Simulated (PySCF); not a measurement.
Record of a relaxation.

Compound: (H2Al-mu-PH2)2.
Bonds: Al1–P4, Al1–P8, P4–Al5, Al5–P8. Hydrogens: H2, H3 on Al1; H9, H10 on P4; H6, H7 on Al5; H11, H12 on P8.

Method: PySCF, PBE0-D3(BJ)/def2-SVP geometry optimisation, gas phase; density fitting, grid level 1; the optimiser is geomeTRIC in internal coordinates, started from a GFN2-xTB structure with every atom displaced at random (about 0.03 Å). The frame can shift and turn from step to step; on so coarse a grid that alone can change the energy by a few meV, and forces under 0.02 eV/Å are noise.

Step 0: E = -31879.2435 eV, largest atomic force 2.338 eV/Å
```
atom  x, y, z in Å  |  force x, y, z in eV/Å
Al1    -1.599   -0.240   -0.649   -0.423   1.388   0.152
H2     -2.608    1.048   -0.521    0.374  -0.382   0.013
H3     -2.077   -1.523   -1.345   -0.090  -0.763  -0.302
P4     -0.429   -0.554    1.457   -1.639  -0.096   1.665
Al5     1.651    0.153    0.633    0.349   1.100   0.158
H6      2.559   -1.053    0.510    0.708  -0.978  -0.157
H7      2.065    1.514    1.319    0.037   0.175   0.071
P8      0.572    0.594   -1.478   -0.887  -1.161   1.767
H9     -1.063    0.051    2.654    0.613  -0.024  -1.189
H10    -0.594   -1.851    2.006    0.333  -0.226  -0.328
H11     0.582    1.835   -1.980   -0.057   1.992  -0.543
H12     1.057   -0.058   -2.554    0.682  -1.025  -1.306
```

Step 1: E = -31879.6278 eV, largest atomic force 0.629 eV/Å
```
atom  x, y, z in Å  |  force x, y, z in eV/Å
Al1    -1.637   -0.212   -0.642   -0.182   0.224  -0.155
H2     -2.602    1.051   -0.509    0.041   0.010   0.042
H3     -2.111   -1.552   -1.352    0.104  -0.076   0.034
P4     -0.468   -0.561    1.472   -0.450  -0.403   0.175
Al5     1.679    0.172    0.661    0.458   0.188   0.085
H6      2.635   -1.092    0.520   -0.011  -0.017  -0.025
H7      2.089    1.553    1.343   -0.021  -0.031  -0.010
P8      0.551    0.583   -1.458   -0.161  -0.131  -0.153
H9     -1.061    0.081    2.581    0.025   0.280   0.004
H10    -0.582   -1.883    1.975    0.183  -0.029  -0.161
H11     0.557    1.906   -1.969    0.011  -0.052   0.078
H12     1.067   -0.130   -2.572    0.002   0.036   0.086
```

Step 2: E = -31879.6599 eV, largest atomic force 0.258 eV/Å
```
atom  x, y, z in Å  |  force x, y, z in eV/Å
Al1    -1.656   -0.198   -0.647   -0.088   0.048  -0.108
H2     -2.611    1.066   -0.504    0.009   0.033   0.031
H3     -2.111   -1.554   -1.351    0.079  -0.005   0.042
P4     -0.483   -0.572    1.468   -0.212  -0.144   0.022
Al5     1.693    0.180    0.669    0.222   0.032   0.037
H6      2.653   -1.087    0.521   -0.044   0.043  -0.004
H7      2.096    1.561    1.350   -0.015  -0.016  -0.004
P8      0.539    0.570   -1.451   -0.075  -0.046  -0.106
H9     -1.063    0.105    2.567    0.041   0.076   0.009
H10    -0.559   -1.904    1.945    0.075   0.002  -0.029
H11     0.552    1.897   -1.956    0.024  -0.083   0.042
H12     1.063   -0.147   -2.559   -0.015   0.060   0.068
```

Step 3: E = -31879.6682 eV, largest atomic force 0.081 eV/Å
```
atom  x, y, z in Å  |  force x, y, z in eV/Å
Al1    -1.671   -0.188   -0.654   -0.035   0.004  -0.036
H2     -2.620    1.082   -0.499    0.015   0.005   0.013
H3     -2.103   -1.554   -1.347    0.034   0.000   0.017
P4     -0.495   -0.580    1.461   -0.041   0.002  -0.070
Al5     1.701    0.184    0.673    0.026  -0.028   0.006
H6      2.659   -1.080    0.521   -0.013   0.022   0.002
H7      2.095    1.566    1.355   -0.008   0.004   0.000
P8      0.529    0.559   -1.448   -0.020  -0.002  -0.013
H9     -1.055    0.114    2.560    0.021  -0.010   0.041
H10    -0.540   -1.915    1.929    0.008   0.004   0.031
H11     0.555    1.885   -1.949    0.019  -0.024   0.001
H12     1.060   -0.155   -2.551   -0.006   0.022   0.006
```

Step 4: E = -31879.6694 eV, largest atomic force 0.045 eV/Å
```
atom  x, y, z in Å  |  force x, y, z in eV/Å
Al1    -1.675   -0.185   -0.657   -0.016   0.001  -0.013
H2     -2.622    1.085   -0.497    0.007   0.003   0.006
H3     -2.098   -1.555   -1.346    0.017  -0.005   0.006
P4     -0.499   -0.582    1.458   -0.014   0.024  -0.035
Al5     1.700    0.184    0.673   -0.015  -0.023   0.003
H6      2.658   -1.078    0.520    0.004   0.006   0.002
H7      2.091    1.566    1.355   -0.005   0.005  -0.001
P8      0.526    0.558   -1.449   -0.006   0.003   0.009
H9     -1.048    0.113    2.564    0.021  -0.021   0.014
H10    -0.536   -1.916    1.930   -0.001   0.003   0.021
H11     0.559    1.882   -1.949    0.010   0.001  -0.004
H12     1.058   -0.154   -2.551   -0.002   0.003  -0.008
```

Step 5: E = -31879.6701 eV, largest atomic force 0.031 eV/Å
```
atom  x, y, z in Å  |  force x, y, z in eV/Å
Al1    -1.679   -0.183   -0.660   -0.001   0.005   0.004
H2     -2.624    1.087   -0.496   -0.001  -0.002  -0.001
H3     -2.091   -1.558   -1.345    0.003  -0.006  -0.002
P4     -0.502   -0.582    1.456    0.008   0.013  -0.004
Al5     1.697    0.182    0.672   -0.027  -0.015   0.001
H6      2.657   -1.077    0.519    0.013  -0.003   0.001
H7      2.085    1.565    1.354   -0.003   0.004  -0.002
P8      0.523    0.558   -1.450    0.007   0.005   0.011
H9     -1.037    0.109    2.571    0.008  -0.004   0.003
H10    -0.533   -1.915    1.934   -0.004   0.000   0.000
H11     0.564    1.882   -1.949    0.001   0.012  -0.002
H12     1.054   -0.152   -2.554   -0.003  -0.009  -0.009
```

Step 6: E = -31879.6702 eV, largest atomic force under 0.02 eV/Å
```
atom  x, y, z in Å  |  force x, y, z in eV/Å
Al1    -1.680   -0.183   -0.660    0.001   0.007   0.005
H2     -2.625    1.087   -0.495   -0.004  -0.003  -0.003
H3     -2.087   -1.559   -1.344    0.001  -0.003  -0.001
P4     -0.502   -0.582    1.456    0.006   0.004   0.009
Al5     1.696    0.180    0.671   -0.015  -0.012   0.000
H6      2.659   -1.078    0.518    0.009   0.000   0.002
H7      2.082    1.565    1.352   -0.002   0.003  -0.002
P8      0.522    0.559   -1.451    0.008   0.004   0.003
H9     -1.032    0.108    2.574    0.005   0.002  -0.004
H10    -0.533   -1.914    1.935   -0.003  -0.002  -0.006
H11     0.566    1.884   -1.948   -0.001   0.006   0.001
H12     1.051   -0.150   -2.556   -0.004  -0.006  -0.004
```

**Question.** Summarise the path.

**Answer.** The energy falls by 9.84 kcal/mol from step 0 to step 6; nine tenths of that is first reached at step 1. It falls at every step. The largest force goes from 2.338 to under 0.02 eV/Å. Among the bonds P4–Al5 changes most, from 2.347 to 2.455 Å; the atoms move by 0.081 Å rms after alignment.

**Question.** Follow the three bonds and two angles with the largest change from start to end.

**Answer.** 
| step | E above end (kcal/mol) | largest force (eV/Å) | P4–Al5 (Å) | P8–H11 (Å) | Al5–H6 (Å) | H9–P4–H10 (°) | Al5–P4–H9 (°) |
| --- | --- | --- | --- | --- | --- | --- | --- |
| 0 | 9.84 | 2.338 | 2.347 | 1.339 | 1.514 | 90.6 | 122.6 |
| 1 | 0.98 | 0.629 | 2.409 | 1.418 | 1.591 | 96.4 | 120.0 |
| 2 | 0.24 | 0.258 | 2.437 | 1.420 | 1.596 | 99.6 | 118.2 |
| 3 | 0.05 | 0.081 | 2.455 | 1.417 | 1.594 | 101.2 | 116.8 |
| 4 | 0.02 | 0.045 | 2.457 | 1.416 | 1.592 | 101.0 | 116.4 |
| 5 | 0.00 | 0.031 | 2.457 | 1.416 | 1.591 | 100.7 | 116.0 |
| 6 | 0.00 | under 0.02 | 2.455 | 1.416 | 1.591 | 100.5 | 115.8 |

The cost below is that of the whole optimisation. On Arm Neoverse V2, one thread (shared host), this took 31 s and 0.44 GiB of memory at its peak.
